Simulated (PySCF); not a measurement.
Computed with B3LYP-D3(BJ)/def2-TZVP (PySCF 2.14.0). Isolated molecules, 0 K electronic values unless said otherwise. B3LYP has the VWN-RPA correlation part, as in Gaussian. 

Reference species (SMILES): `C[SiH2]Cl` (neutral, multiplicity 1).

| Quantity | Result |
|---|---|
| dipole moment | 1.88 D |

Changed species: `[SiH2]([SiH3])Cl` (whole molecule; the reference has whole molecule).

Q: Predict the effect on the dipole moment.

A: the dipole moment decreases by 0.47 D, to 1.41 D.
